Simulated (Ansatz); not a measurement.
```yaml
crystal:
  periodic: [false, false, false]
  atoms:
    - {symbol: C, position_ang: [-1.064228, 0.451114, -0.837282]}
    - {symbol: O, position_ang: [-0.466840, 0.838533, 0.386085]}
    - {symbol: Si, position_ang: [1.048447, 0.496162, 0.873145]}
    - {symbol: C, position_ang: [1.426027, -1.277529, 0.508904]}
    - {symbol: N, position_ang: [1.716876, -2.345614, 0.180632]}
    - {symbol: H, position_ang: [-2.136822, 0.624009, -0.750722]}
    - {symbol: H, position_ang: [-0.673972, 1.050215, -1.664344]}
    - {symbol: H, position_ang: [-0.888747, -0.607944, -1.047441]}
    - {symbol: H, position_ang: [1.127757, 0.724755, 2.334025]}
basis:
  gaussian: {orbitals: aug-pcseg-2}
magnetization: {spin_polarized: true, initial_magnetization: 9}
hamiltonian: {xc: {name: r2SCAN50}, dispersion: d4}
accuracy: high
```

```sh
$ ansatz run in.yaml --threads 2 --pin off --events-out ev --progress --plain --max-ram 20480MiB --backend cuda --devices 0, --max-vram 18GiB
```

It prints (some lines left out):

```
Functional definition: r2SCAN50
4956 factors; integrals over basis functions are off by at most 3.8e-9 eV
mean field evaluation 1: about -13512.2931 eV, gradient 3.4e1 eV
mean field evaluation 2: about -13496.2816 eV, gradient 6.3e1 eV
mean field evaluation 4: about -13519.0612 eV, gradient 5.9e0 eV
mean field evaluation 8: about -13520.0874 eV, gradient 1.1e0 eV
mean field evaluation 16: about -13520.4492 eV, gradient 5.2e-1 eV
mean field evaluation 32: about -13520.4700 eV, gradient 9.7e-3 eV
mean field evaluation 64: about -13520.4700 eV, gradient 4.3e-5 eV
mean field -13520.47001015 eV, -496.8681083692 hartree, gradient 8.4e-8 eV, S^2 24.791969; 6 other end points of the search recorded, 0 dependent functions left out
reference -13520.47002338 eV, -496.8681088555 hartree; 27, 18 occupied and 299, 308 virtual orbitals, 4956 factors
Total energy: -13520.53107709 eV, -496.8703525379 hartree
```

(1) What is wrong with this run?

Answers

(1) The spin is set far too high for this molecule. Self-consistency was reached. The result belongs to that input, not to the molecule as meant.
